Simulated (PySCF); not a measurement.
Static response to an electric field

Compound: C4H12O2Si.
Cartesian coordinates in Å at the GFN2-xTB level; atoms count from 1:
```xyz
19
C4H12O2Si angstrom
C      2.853   -0.495    0.028
O      2.179    0.272    1.004
C      0.926   -0.235    1.344
O     -0.002   -0.187    0.310
C     -0.410    1.121   -0.062
C     -1.518    0.952   -1.082
Si    -2.576   -0.544   -0.559
H      2.273   -0.559   -0.897
H      3.796    0.013   -0.162
H      3.044   -1.509    0.399
H      0.992   -1.297    1.628
H      0.595    0.367    2.205
H      0.446    1.688   -0.450
H     -0.785    1.643    0.831
H     -2.100    1.870   -1.144
H     -1.090    0.776   -2.068
H     -3.828   -0.465   -1.326
H     -1.907   -1.803   -0.870
H     -2.897   -0.445    0.865
```

Level: B3LYP/def2-SVPD (PySCF), static field, nuclei fixed, core orbitals frozen in the response. The polarisability tensor in these axes (au):

```
x   98.97  0.60  4.21
y    0.60 82.09 -1.48
z    4.21 -1.48 81.29
```

Task: What are the eigenvalues, a third of the trace, and Δα (Δα² = ½Σ(αi − αj)² over the three pairs)?

Result: Principal values 79.42, 83.01 and 99.92 au; mean 87.45 au = 12.96 Å³ = 14.42 × 10⁻⁴⁰ C²·m²/J; Δα = 18.97 au (22 % of the mean).

Task: What is the dipole moment, and where does it point?

Result: (0.78, 0.33, -0.21) D, 0.87 D in size, pointing from the negative to the positive side. Measured along this direction, the outermost atoms are H17 at the negative end and H9 at the positive end.

Task: Form Σ f/ω² (atomic units) for the 8 lowest TDDFT singlets, given as eV and f, and set it beside the mean polarisability, which is this sum over all singlets: 7.22, 0.0035; 7.24, 0.0032; 7.70, 0.0250; 7.74, 0.0141; 7.88, 0.0170; 7.91, 0.0039; 7.95, 0.0232; 7.99, 0.0228.

Result: They add up to 1.37 au, 1.6 % of the 87.45 au; the largest single term is 0.31 au, from the state at 7.70 eV. Terms in order: 0.05, 0.05, 0.31, 0.17, 0.20, 0.05, 0.27, 0.26 au. Higher excitations give the rest. The strengths listed sum to 0.113.

Task: Give the eigenvalues of the traceless quadrupole moment Θ = ½Σq(3rr − r²1), origin at the centre of nuclear charge.

Result: -10.04, 3.79, 6.25 D·Å. The values depend on the origin, since the dipole doesn't vanish. The electronic extent ⟨r²⟩ about the same centre is 1365 bohr², a root-mean-square distance of 2.41 Å for the 66 electrons.

Task: Find the Langevin capture rate constant for H3+ (3.023 u) meeting this molecule (120.061 u), k = 2.342 × 10⁻⁹ cm³/s × √(α in Å³ / reduced mass in u).

Result: The reduced mass is 2.95 u, so k = 4.91 × 10⁻⁹ cm³/s. The formula leaves out the permanent dipole, which adds to the capture rate.

Task: Refractivity n − 1 of an ideal gas of it at 273.15 K and 1 atm, from the electronic α?

Result: N = p/kT = 2.6868 × 10¹⁹ cm⁻³, so n − 1 = 2π × N × 12.96 × 10⁻²⁴ cm³ = 2188 × 10⁻⁶ at long wavelengths, for an ideal gas.

Geometry: GFN2-xTB, one conformer, isolated molecule.

The run behind these numbers computed excited states as well. The run took 2.2 min on one thread of an Arm Neoverse V1 (shared host), and the process peaked at 1.0 GiB of memory.
